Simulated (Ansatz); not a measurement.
C2H9GeN (`[CH3][GeH2][CH2]N`), relaxed with RKS PBE-D4/def2-SVP in the Gaussian-basis code of Ansatz from a rough embedded geometry. The force threshold is 0.03 eV/Å; the program also tests the step.

Total charge 0; spin multiplicity 1.

Start:

```xyz
13

C     1.125    1.753   -0.133
Ge   -0.029    0.410   -0.778
C    -0.395   -0.798    0.671
N    -1.345   -1.903    0.284
H     2.111    1.353    0.237
H     0.658    2.378    0.700
H     1.361    2.502   -0.948
H     0.647   -0.373   -1.886
H    -1.393    1.059   -1.289
H     0.506   -1.250    1.057
H    -0.923   -0.236    1.493
H    -0.811   -2.468   -0.439
H    -1.512   -2.428    1.033
```

```csv
step,energy (eV),largest force (eV/Å),largest move (Å)
1,-60204.8572,6.896,0.000
2,-60205.3681,1.635,0.100
3,-60205.4252,0.334,0.058
4,-60205.4295,0.096,0.026
5,-60205.4309,0.034,0.045
6,-60205.4311,0.019,0.022
```

End:

```xyz
13

C     1.194    1.824   -0.156
Ge   -0.072    0.433   -0.744
C    -0.467   -0.843    0.723
N    -1.289   -1.940    0.221
H     2.142    1.365    0.189
H     0.763    2.410    0.680
H     1.424    2.519   -0.986
H     0.543   -0.371   -1.932
H    -1.391    1.089   -1.238
H     0.497   -1.129    1.218
H    -1.043   -0.272    1.483
H    -0.750   -2.509   -0.443
H    -1.550   -2.577    0.985
```

Hardware: 4 threads of an Arm Neoverse V1 on a shared host. Wall time 9 s, peak host memory 0.17 GiB.
